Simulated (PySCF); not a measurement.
Geometries of 2 isomers of C3H7NO2Si, from PBE0-D3(BJ)/def2-SVP geometry optimisation, gas phase (PySCF 2.14.0). One conformer each, no zero-point energy, no frequencies.

Question: Which isomer lies lower at this level?
A.
```xyz
14
angstrom
C      2.650    0.603    0.714
C      1.591    0.240    1.442
O      0.348   -0.015    0.980
Si    -0.199    0.060   -0.620
C     -2.048   -0.407   -0.512
N     -2.541   -0.668    0.719
O     -2.695   -0.448   -1.543
H      2.603    0.734   -0.371
H      3.606    0.781    1.207
H      1.656    0.114    2.528
H     -0.048    1.437   -1.165
H      0.534   -0.918   -1.471
H     -1.940   -0.608    1.532
H     -3.520   -0.912    0.827
```
B.
```xyz
14
angstrom
C      2.920    0.516    0.452
O      1.543    0.659    0.243
Si     0.390   -0.481    0.508
O     -1.035    0.296    0.147
C     -2.299   -0.275    0.146
C     -3.304    0.707   -0.277
N     -4.110    1.466   -0.607
H      3.355   -0.284   -0.175
H      3.414    1.461    0.183
H      3.159    0.295    1.508
H      0.380   -0.930    1.935
H      0.555   -1.665   -0.390
H     -2.372   -1.139   -0.544
H     -2.598   -0.639    1.148
```

Answer: A. That is `C=CO[SiH2]C(N)=O`, 2.8 kcal/mol below the other.

```csv
SMILES,atoms numbered as above,E (Eh),relative (kcal/mol),relative (kJ/mol),dipole (D)
C=CO[SiH2]C(N)=O,[CH2:1]=[CH:2][O:3][SiH2:4][C:5]([NH2:6])=[O:7],-612.43532,0.0,0.0,3.25
CO[SiH2]OCC#N,[CH3:1][O:2][SiH2:3][O:4][CH2:5][C:6]#[N:7],-612.43082,2.8,11.8,5.21
```

As drawn, the lower has a C=O bond, an N–H bond and a C(=O)–N unit, which the higher lacks; the higher has a C≡N group, which the lower lacks.
